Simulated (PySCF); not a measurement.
# Co: electron affinity

Co⁻ [Ar] 3d8 4s2 (3F) → Co [Ar] 3d7 4s2 (4F), as a difference of total energies. All numbers are calculated (PySCF 2.14, no relativity, point nucleus, in aug-cc-pVDZ). Correlated levels: valence: [Ar] frozen. The calculations carry no spin-orbit coupling.

Question: Order these methods by the electron affinity they give, lowest first.
A. MN15
B. PBEsol
C. PBE0
D. UHF

Answer: D (-1.726 eV), C (0.844 eV), B (1.587 eV), A (1.687 eV).

A first-order spin-orbit estimate (lowest level to lowest level, LS coupling) adds -0.010 eV.

These non-relativistic numbers lack the scalar-relativistic shift.

Errors of the correlated levels include the incompleteness of this basis and the frozen core.

A negative affinity means that the anion lies above the atom at that level of theory.

In the anion the highest occupied orbital energy is positive at LDA, PBE, PBE0, r2SCAN, B3LYP, B2PLYP, PBEsol, a self-interaction effect; the basis confines that electron, and the energy difference can still be sensible.

For comparison: 0.662 eV (measured; photodetachment measurements, as compiled on the Wikipedia data page of electron affinities).
